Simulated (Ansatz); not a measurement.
Consider the substitution at a C–B bond: `BB(C)CC` + `C[N](C)[In]([OH])[O][SiH3]` → `C[O][In]([O][SiH3])[N](C)C` + `BBCC`.

Gas-phase electronic energies from Ansatz, PBE0-D4/def2-TZVP geometries. CBS: MP2 limit from def2 TZ/QZ plus the TZ coupled-cluster correction, frozen cores. Functionals use def2-TZVPP. def2 core potentials past Kr. For In outer-core shells are correlated without core-valence functions, which leaves a few kJ/mol of doubt a bond. One conformer a species, not always the lowest.

(1) Is it downhill or uphill in electronic energy at CCSD(T)/CBS, and by how much? (An estimate is asked.)

(2) What do these levels give: ωB97X-V, B2PLYP, PBE0, SCS-MP2/def2-TZVPP, HF/def2-QZVPP, CCSD/CBS(def2)? (Best estimate.)

Largest T1 diagnostic among the species: 0.015.

Answers

(1) The calculation gave: Uphill: ΔE = +108.4 kJ/mol.

(2) Ansatz gave: ωB97X-V 101.4, B2PLYP 102.9, PBE0 106.1, SCS-MP2/def2-TZVPP 105.0, HF/def2-QZVPP 91.2, CCSD/CBS(def2) 107.4 kJ/mol.

In def2-TZVPP, CCSD(T) changes the Hartree–Fock value by +14.1 kJ/mol (the triples alone add +1.0 kJ/mol) and MP2 by +21.5 kJ/mol.
